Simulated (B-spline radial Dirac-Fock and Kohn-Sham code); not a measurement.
# Dipole and non-dipole photoemission parameters of Tm 4p3/2

System: the free thulium atom, 1s2 2s2 2p6 3s2 3p6 3d10 4s2 4p6 4d10 4f13 5s2 5p6 6s2; threshold 332.6 eV (tabulated edge). Model: Dirac-Hartree-Slater photoionisation with a Latter tail; cross sections with all multipoles, angular parameters from the dipole term and its interference with E2. Program: a radial B-spline solver.

Input of the calculation (task.json; shells as n, l, electrons):

```json
{"items": [{
  "Z": 69,
  "q": 0,
  "cfg": [[1, 0, 2], [2, 0, 2], [2, 1, 6], [3, 0, 2], [3, 1, 6], [3, 2, 10], [4, 0, 2], [4, 1, 6], [4, 2, 10], [4, 3, 13], [5, 0, 2], [5, 1, 6], [6, 0, 2]],
  "A": 169,
  "rrms": 5.2256,
  "do": "xps",
  "hv": [92.5, 99.7, 109.0, 127.0, 134.0, 136.0, 150.0, 196.0, 207.0, 226.0, 292.0, 300, 318.0, 345.0, 600, 800, 1630.0, 2140.0, 2330.0, 4000, 4440.0, 4670.0, 5010.0, 5120.0, 5414.7, 7760.0, 8047.8, 9251.7, 12000, 12200.0],
  "edges": {"K": 59390.0, "L1": 10116.0, "L2": 9617.0, "L3": 8648.0, "M1": 2307.0, "M2": 2090.0, "M3": 1885.0, "M4": 1515.0, "M5": 1468.0, "N1": 470.9, "N2": 385.9, "N3": 332.6, "N4": 175.5, "N5": 175.5}
}]}
```

Launch: `python xray2_run.py task.json out`

For linearly polarised light dσ/dΩ = σ/(4π) [1 + β P₂(cos θ) + (δ + γ cos²θ) sin θ cos φ], with θ from the polarisation vector and φ the angle between the beam and the projection of the electron momentum on the plane normal to the polarisation.

| hν (eV) | σ (kb) | β | γ | δ |
| --- | --- | --- | --- | --- |
| 345 | 278 | -0.988 | -0.147 | 0.071 |
| 600 | 195 | 0.830 | 0.162 | 0.061 |
| 800 | 146 | 1.210 | 0.305 | 0.031 |
| 1630 | 53.6 | 1.622 | 0.087 | 0.001 |
| 2140 | 33.6 | 1.688 | -0.010 | 0.001 |
| 2330 | ? | ? | ? | ? |
| 4000 | 10.0 | 1.735 | 0.052 | 0.007 |
| 4440 | 8.03 | 1.733 | 0.109 | 0.008 |
| 4670 | 7.21 | 1.730 | 0.142 | 0.009 |
| 5010 | 6.20 | 1.726 | 0.192 | 0.010 |
| 5120 | 5.91 | 1.724 | 0.209 | 0.010 |
| 5414.7 | 5.22 | 1.720 | 0.255 | 0.011 |
| 7760 | 2.28 | 1.674 | 0.633 | 0.019 |
| 8047.8 | 2.09 | 1.668 | 0.678 | 0.020 |
| 9251.7 | 1.49 | 1.641 | 0.860 | 0.025 |
| 12000 | 0.774 | 1.581 | 1.233 | 0.038 |
| 12200 | 0.742 | 1.577 | 1.258 | 0.039 |

Q: Give the values at 2330 eV.

A: σ = 28.8 kb, β = 1.702, γ = -0.029, δ = 0.002.
